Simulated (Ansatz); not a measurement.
Disilane + `C[S][Mg][OH]` → `C[S][Mg][O][SiH3]` + SiH₄  (cleavage of the Si–Si bond)

Gas-phase electronic energies from Ansatz, PBE0-D4/def2-TZVP geometries. CBS: MP2 limit from def2 TZ/QZ plus the TZ coupled-cluster correction, frozen cores. This one scheme is used for every species. DFT in def2-TZVPP. B3LYP here is the variant with VWN-RPA as its local correlation; programs differ in this. HSE06 is defined as in plane-wave codes. For Mg outer-core shells are correlated without core-valence functions, which leaves a few kJ/mol of doubt a bond. One conformer a species, not always the lowest.

`[SiH3][SiH3]`:

```xyz
8

Si   -0.969   -0.133    0.640
Si    0.969    0.133   -0.641
H    -0.985   -1.476    1.279
H    -1.028    0.902    1.707
H    -2.177    0.000   -0.218
H     1.030   -0.905   -1.705
H     2.177    0.004    0.219
H     0.983    1.475   -1.282
```

`C[S][Mg][OH]`:

```xyz
8

C     0.317   -1.117    1.314
S     0.370    0.710    1.314
Mg   -0.202    1.257   -0.827
O    -0.685    1.633   -2.477
H     0.591   -1.441    2.318
H    -0.681   -1.495    1.095
H     1.032   -1.546    0.612
H    -0.742    1.999   -3.348
```

`C[S][Mg][O][SiH3]`:

Cartesian coordinates in Å:
```
C 2.589 -1.802 0.539
S 1.074 -1.942 1.551
Mg -0.328 -0.401 0.631
O -1.421 0.813 -0.099
Si -2.413 1.904 -0.750
H 2.406 -2.050 -0.507
H 3.301 -2.525 0.939
H 3.037 -0.811 0.608
H -1.828 3.275 -0.690
H -2.692 1.597 -2.185
H -3.723 1.942 -0.036
```

SiH₄:

Cartesian coordinates in Å:
```
Si 0.000 0.000 0.000
H -1.194 -0.728 0.497
H 1.141 -0.233 0.921
H -0.297 1.453 -0.062
H 0.350 -0.492 -1.356
```

```json
{"level": "LDA (SPW92)", "ΔE (kJ/mol)": "-94.9", "difference from CCSD(T)/CBS": "26.9"}
{"level": "PBE-D4", "ΔE (kJ/mol)": "-94.1", "difference from CCSD(T)/CBS": "27.7"}
{"level": "revPBE-D4", "ΔE (kJ/mol)": "-95.7", "difference from CCSD(T)/CBS": "26.1"}
{"level": "BLYP-D4", "ΔE (kJ/mol)": "-113.2", "difference from CCSD(T)/CBS": "8.6"}
{"level": "r2SCAN-D4", "ΔE (kJ/mol)": "-113.3", "difference from CCSD(T)/CBS": "8.5"}
{"level": "B97M-V", "ΔE (kJ/mol)": "-117.7", "difference from CCSD(T)/CBS": "4.1"}
{"level": "PBE0-D4", "ΔE (kJ/mol)": "-102.1", "difference from CCSD(T)/CBS": "19.7"}
{"level": "B3LYP-D4", "ΔE (kJ/mol)": "-118.3", "difference from CCSD(T)/CBS": "3.5"}
{"level": "r2SCANh-D4", "ΔE (kJ/mol)": "-114.4", "difference from CCSD(T)/CBS": "7.4"}
{"level": "HSE06-D4", "ΔE (kJ/mol)": "-102.0", "difference from CCSD(T)/CBS": "19.8"}
{"level": "BHLYP-D4", "ΔE (kJ/mol)": "-128.7", "difference from CCSD(T)/CBS": "-6.9"}
{"level": "CAM-B3LYP-D4", "ΔE (kJ/mol)": "-123.8", "difference from CCSD(T)/CBS": "-2.0"}
{"level": "ωB97X-V", "ΔE (kJ/mol)": "-116.0", "difference from CCSD(T)/CBS": "5.8"}
{"level": "ωB97M-V", "ΔE (kJ/mol)": "-120.8", "difference from CCSD(T)/CBS": "1.0"}
{"level": "B2PLYP", "ΔE (kJ/mol)": "-124.8", "difference from CCSD(T)/CBS": "-3.0"}
{"level": "PBE-QIDH", "ΔE (kJ/mol)": "-116.6", "difference from CCSD(T)/CBS": "5.2"}
{"level": "PBE", "ΔE (kJ/mol)": "-94.9", "difference from CCSD(T)/CBS": "26.9"}
{"level": "revPBE", "ΔE (kJ/mol)": "-94.8", "difference from CCSD(T)/CBS": "27.0"}
{"level": "BLYP", "ΔE (kJ/mol)": "-114.6", "difference from CCSD(T)/CBS": "7.2"}
{"level": "r2SCAN", "ΔE (kJ/mol)": "-113.3", "difference from CCSD(T)/CBS": "8.5"}
{"level": "PBE0", "ΔE (kJ/mol)": "-102.8", "difference from CCSD(T)/CBS": "19.0"}
{"level": "B3LYP", "ΔE (kJ/mol)": "-119.7", "difference from CCSD(T)/CBS": "2.1"}
{"level": "r2SCANh", "ΔE (kJ/mol)": "-114.5", "difference from CCSD(T)/CBS": "7.3"}
{"level": "r2SCAN0", "ΔE (kJ/mol)": "-116.2", "difference from CCSD(T)/CBS": "5.6"}
{"level": "BHLYP", "ΔE (kJ/mol)": "-130.6", "difference from CCSD(T)/CBS": "-8.8"}
{"level": "CAM-B3LYP", "ΔE (kJ/mol)": "-124.6", "difference from CCSD(T)/CBS": "-2.8"}
{"level": "LC-ωPBE", "ΔE (kJ/mol)": "-108.9", "difference from CCSD(T)/CBS": "12.9"}
{"level": "RPA@PBE/def2-TZVPP", "ΔE (kJ/mol)": "-126.6", "difference from CCSD(T)/CBS": "-4.8"}
{"level": "HF/def2-SVP", "ΔE (kJ/mol)": "-139.3", "difference from CCSD(T)/CBS": "-17.5"}
{"level": "MP2/def2-SVP", "ΔE (kJ/mol)": "-126.7", "difference from CCSD(T)/CBS": "-4.9"}
{"level": "CCSD/def2-SVP", "ΔE (kJ/mol)": "-123.0", "difference from CCSD(T)/CBS": "-1.2"}
{"level": "CCSD(T)/def2-SVP", "ΔE (kJ/mol)": "-121.6", "difference from CCSD(T)/CBS": "0.2"}
{"level": "HF/def2-TZVPP", "ΔE (kJ/mol)": "-146.0", "difference from CCSD(T)/CBS": "-24.2"}
{"level": "MP2/def2-TZVPP", "ΔE (kJ/mol)": "-128.6", "difference from CCSD(T)/CBS": "-6.8"}
{"level": "SCS-MP2/def2-TZVPP", "ΔE (kJ/mol)": "-133.8", "difference from CCSD(T)/CBS": "-12.0"}
{"level": "CCSD/def2-TZVPP", "ΔE (kJ/mol)": "-124.9", "difference from CCSD(T)/CBS": "-3.1"}
{"level": "CCSD(T)/def2-TZVPP", "ΔE (kJ/mol)": "-122.4", "difference from CCSD(T)/CBS": "-0.6"}
{"level": "HF/def2-QZVPP", "ΔE (kJ/mol)": "-148.5", "difference from CCSD(T)/CBS": "-26.7"}
{"level": "SCS-MP2/def2-QZVPP", "ΔE (kJ/mol)": "-134.1", "difference from CCSD(T)/CBS": "-12.3"}
{"level": "HF/CBS(def2)", "ΔE (kJ/mol)": "-148.9", "difference from CCSD(T)/CBS": "-27.1"}
{"level": "CCSD(T)/CBS", "ΔE (kJ/mol)": "-121.8", "difference from CCSD(T)/CBS": "0"}
```

Largest T1 diagnostic among the species: 0.013.

Leaving LDA and LC-ωPBE aside and taking each functional with its dispersion term where it has one, the values spread over 34.5 kJ/mol, from BHLYP-D4 to PBE-D4. In def2-TZVPP, CCSD(T) changes the Hartree–Fock value by +23.6 kJ/mol (the triples alone add +2.5 kJ/mol) and MP2 by +17.4 kJ/mol.
